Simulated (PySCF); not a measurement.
# Dipole polarisabilities along group 12

Calculated with PySCF 2.14 for the ground configurations, without spin-orbit coupling: coupled response for Hartree-Fock and DFT, finite fields for MP2 and CCSD(T), with Zn 3s2 3p6; Cd 4s2 4p6; Hg 5s2 5p6 frozen. Mean α in bohr³, C₆ of like pairs in atomic units.

```json
{"species": "Zn [Ar] 3d10 4s2 (aug-cc-pVTZ-PP with ECP10MDF, ECP)", "α UHF": "50.77", "α PBE": "38.37", "α PBE0": "40.96", "α MP2": "35.99", "α CCSD(T)": "38.47", "α recommended (Schwerdtfeger and Nagle)": "38.67 ± 0.3", "C₆ UHF": "399.0", "C₆ PBE": "273.7", "C₆ PBE0": "299.0"}
{"species": "Cd [Kr] 4d10 5s2 (aug-cc-pVTZ-PP with ECP28MDF, ECP)", "α UHF": "63.76", "α PBE": "46.69", "α PBE0": "49.91", "α MP2": "40.16", "α CCSD(T)": "47.14", "α recommended (Schwerdtfeger and Nagle)": "46 ± 2", "C₆ UHF": "611.8", "C₆ PBE": "415.2", "C₆ PBE0": "450.8"}
{"species": "Hg [Xe] 4f14 5d10 6s2 (aug-cc-pVTZ-PP with ECP60MDF, ECP)", "α UHF": "44.93", "α PBE": "35.29", "α PBE0": "36.74", "α MP2": "29.88", "α CCSD(T)": "35.04", "α recommended (Schwerdtfeger and Nagle)": "33.91 ± 0.34", "C₆ UHF": "444.2", "C₆ PBE": "343.9", "C₆ PBE0": "358.4"}
```

Hartree-Fock lacks correlation. MP2 and CCSD(T) carry the error of the frozen core. All values carry a basis error.
